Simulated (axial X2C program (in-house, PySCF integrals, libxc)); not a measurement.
## Nuclear properties of TaP⁻

Calculated with an in-house all-electron X2C program for linear molecules (integrals from PySCF): two-component X2C with atomic mean-field Coulomb and Gaunt terms, Gaussian nuclei, basis Ta dyall-acv3z, P dyall-av3z with contracted cores.

R = 2.163 Å (near the PBE0 minimum at charge -1 of the determinant lowest at the starting distance; the state shown can have its own minimum elsewhere).

Determinant lowest in the PBE0 search, Ω = 3/2 (⟨Sz⟩ = -0.49, ⟨Lz⟩ = 1.99 at PBE0), spin on the atoms Ta -0.66, P 0.18:

```
 level  Eeff magnitude (GV/cm)  Ws magnitude Ta (kHz)  A∥/gI Ta (MHz)  qzz Ta (a.u.)  A∥/gI P (MHz)  qzz P (a.u.)
  PBE0                    8.43                   6.04             311          -4.90           -1.5         -0.97
    HF                    37.9                   28.2            -130          -3.07          -31.9         -1.46
r2SCAN                    9.01                   6.17            -118          -5.31           8.21         -0.91
 B3LYP                    4.15                   3.23             476          -4.92           2.02         -0.92
   PBE                    2.88                   2.23             443          -5.07           1.81         -0.88
```

Determinant 0.42 eV from it at PBE0 and this distance, Ω = 5/2 (⟨Sz⟩ = 0.50, ⟨Lz⟩ = 2.00 at PBE0), spin on the atoms Ta 0.67, P -0.17:

```csv
level,Eeff magnitude (GV/cm),Ws magnitude Ta (kHz),A∥/gI Ta (MHz),qzz Ta (a.u.),A∥/gI P (MHz),qzz P (a.u.)
PBE0,7.53,2.97,549,-5.31,-0.482,-0.98
HF,36.7,15.8,893,-5.23,-6.36,-1.58
r2SCAN,10.6,4.08,843,-5.81,-1.74,-0.93
B3LYP,3.73,1.47,455,-5.34,-1.43,-0.93
PBE,3.87,1.47,475,-5.55,1.7,-0.90
```

Eeff is the effective electric field on the electron electric dipole moment in this Ω state and Ws the scalar–pseudoscalar constant of the nucleus named (defined with the proton number Z and per Ω); A∥ (defined per Ω) follows by multiplying with gI = μI/(I μN); qzz is the electric field gradient, eQq0 = 234.96 MHz × Q/barn × qzz. The operators were transformed with the bare-nucleus X2C matrices; with these basis sets, hyperfine constants and field gradients can be off by tens of per cent, and where levels differ in sign neither size nor sign is settled.

Question: With Q(181Ta) = 3.17 barn (Q from Pyykkö, Mol. Phys. 2018), turn the PBE0 values of the first state into constants in MHz.

Answer: eQq0(181Ta) = 234.96 × (3.17) × (-4.90) = -3650 MHz.

Each state is one determinant with collinear spin. Unrestricted Hartree–Fock can overshoot spin polarisation at the nuclei. For an anion, determinants above electron detachment, or with a positive highest level, are held by the basis set. Where Eeff spreads by more than a factor of two the levels disagree and none is to be relied on. The search compared states at one distance, so a state with another bond length can lie lower. Further determinants of the search, some of them spin-mixed, are not shown. Where a field gradient or hyperfine factor spreads by more than a factor of two over the levels, a constant derived from it is not to be relied on. PBE0 term energies can be off by some tenths of an eV.
